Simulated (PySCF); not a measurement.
SMILES [F][Pb][SH] (HFPbS), PBE0/def2-SVP optimised geometry.

```
4

Pb    -0.23    -1.27     0.00
F      1.83    -1.27     0.00
S     -0.47     1.27     0.00
H     -1.83     1.18     0.00
```

Density from PySCF with PBE0/def2-TZVP, def2 effective core potentials past Kr at that geometry. The core electrons that the potentials of Pb replace are not part of the density.

Minimum of the electron density along straight lines between bonded atoms, close to the bond critical point (lines longer than 1.1 times the sum of covalent radii, or with two minima, are not listed):

```json
[
 {"bond": "Pb1–F2", "length / Å": "2.058", "ρ at the minimum / e bohr⁻³": "0.104", "∇²ρ there / e bohr⁻⁵": "0.47", "position (fraction from the first atom)": "0.54"},
 {"bond": "Pb1–S3", "length / Å": "2.548", "ρ at the minimum / e bohr⁻³": "0.073", "∇²ρ there / e bohr⁻⁵": "0.10", "position (fraction from the first atom)": "0.49"},
 {"bond": "S3–H4", "length / Å": "1.354", "ρ at the minimum / e bohr⁻³": "0.207", "∇²ρ there / e bohr⁻⁵": "-0.57", "position (fraction from the first atom)": "0.64"}
]
```
